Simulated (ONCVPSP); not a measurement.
# titanium (Ti): one change to an ONCV potential, before and after

titanium (Ti), optimised norm-conserving Vanderbilt (ONCV), made with ONCVPSP 4.0.1 (PBE, scalar-relativistic). Core [Ne], reference 3s2 3p6 3d2.5 4s1.5. Waves: 3s+4s: rc 1.50 bohr, ncon 4, nbas 7, qcut 7.7 1/bohr, 2 projectors; 3p: rc 1.00 bohr, ncon 3, nbas 6, qcut 8.9 1/bohr, 1 projector; 3d: rc 1.65 bohr, ncon 4, nbas 9, qcut 11.6 1/bohr, 2 projectors, debl 2.9 Ha. Local part: polynomial inside 0.70 bohr (lpopt 5, dvloc0 0 Ha). Core correction: Teter function, fcfact 5.25, rcfact 1.75.

Change: d: rc 1.14.

Cutoffs: the cutoffs (Ha) at which the residual kinetic energy of the hardest occupied pseudo-wave falls to 1 and 0.1 mHa per electron; they do not see the model core or the augmentation charge, which bear on the density cutoff. Errors are all-electron minus pseudo energies relative to the spin-unpolarised reference configuration.

Question: Predict the effect on cutoff, ghosts and configuration errors.

Answer: The potential gets harder (39 Ha and 60 Ha → 54 Ha and 62 Ha); of the 4 tests that both files solve, the error grows in 0 and shrinks in 3 by more than 15 % and 0.3 meV (median size 1.5 → 1.1 meV); neither file shows a bound ghost. A smaller radius makes the pseudo-wave follow the all-electron one further in, where it bends more sharply, so more plane waves are needed. Less of the atom is replaced, so other configurations are described better.

| quantity | base | changed |
| --- | --- | --- |
| cutoff, loose | 39 Ha | 54 Ha |
| cutoff, tight | 60 Ha | 62 Ha |
| loose cutoff by channel | s 22 Ha, p 29 Ha, d 39 Ha | s 22 Ha, p 29 Ha, d 54 Ha |
| bound ghosts | none | none |
| GHOST(+) flags under 300 eV | s at 197.5 eV | s at 197.5 eV |
| error for 3s2 3p6 3d2 4s2, meV [ΔE -0.35 eV] | +2.6 | +1.8 |
| error for 3s2 3p6 3d2 4s1, meV [ΔE 6.99 eV] | +1.1 | +0.8 |
| error for 3s2 3p6 3d2 4s0, meV [ΔE 20.57 eV] | -1.0 | -0.8 |
| error for 3s2 3p6 3d2 4s1.5, meV [ΔE 2.58 eV] | +1.9 | +1.3 |
| s: phases at 1.53 bohr within 0.05 rad from the reference energy up to (Ha; the scan ends near 5) | to the end of the scan | to the end of the scan |
| p: phases at 1.02 bohr within 0.05 rad from the reference energy up to (Ha; the scan ends near 5) | 4.8 | 4.8 |
| rms error of d²Exc/dni dnj with the model core, mHa | 3.13 | 3.11 |
